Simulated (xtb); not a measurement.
Zn(Cl)(SH) (ClHSZn), SMILES [SH][Zn][Cl]. All values are semi-empirical tight-binding results from xtb (GFN2-xTB unless named), good for trends rather than for accurate numbers. The structure is a stationary point at GFN2-xTB. One conformer was computed; it need not be the lowest.

For metal compounds this method's bond lengths and energies can be far off.

The point group as xtb finds it is Cs and the orbital gap is 2.88 eV. The zero-point energy is 5.4 kcal/mol and the G − E(el) at 298.15 K (modified RRHO) is -13.5 kcal/mol.
